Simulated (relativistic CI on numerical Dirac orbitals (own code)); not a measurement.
Re6+ (5d) in a crystal field

Calculated by Dirac-Coulomb-Breit CI, orbitals from a KLI potential per configuration, model QED, valence Slater integrals scaled by 0.85, one configuration in a parametric crystal field (own radial code).

Field parameters in Wybourne normalisation: D3d B²₀ = −7Dσ, B⁴₀ = −14Dq − 21Dτ, B⁴₃ = −14√(10/7) Dq. The field is a parameter set, without covalency.

S and J are read from ⟨S²⟩ = S(S + 1) and ⟨J²⟩ = J(J + 1) of each level; they are not fictitious spins.

D3d, 10Dq = 34900, Dσ = -1200, Dτ = 350 cm⁻¹, the lowest 5 levels:

| E (cm⁻¹) | Degeneracy | Irrep | S | J |
| --- | --- | --- | --- | --- |
| 0.0 | 2 | Γ5+Γ6 | 0.50 | 1.79 |
| 1649 | 2 | Γ4 | 0.50 | 1.86 |
| 7690 | 2 | Γ4 | 0.50 | 2.49 |
| 40401 | 2 | Γ4 | 0.50 | 2.23 |
| 41096 | 2 | Γ5+Γ6 | 0.50 | 2.28 |

Principal g values of the ground doublet: 0.00, 0.00, 0.89.

D3d, 10Dq = 34900, Dσ = 1200, Dτ = 350 cm⁻¹, the lowest 5 levels:

```tsv
E (cm⁻¹)	Degeneracy	Irrep	S	J
0.0	2	Γ4	0.50	1.88
4875	2	Γ5+Γ6	0.50	1.83
10387	2	Γ4	0.50	2.45
42383	2	Γ5+Γ6	0.50	2.25
42596	2	Γ4	0.50	2.27
```

Principal g values of the ground doublet: 0.41, 0.41, 1.50.

The free-ion ground term has S = 1/2. Every field shown keeps that spin.

Levels of this model without a field, named by their leading LS term: 2D_3/2 0, 2D_5/2 10343 cm⁻¹.
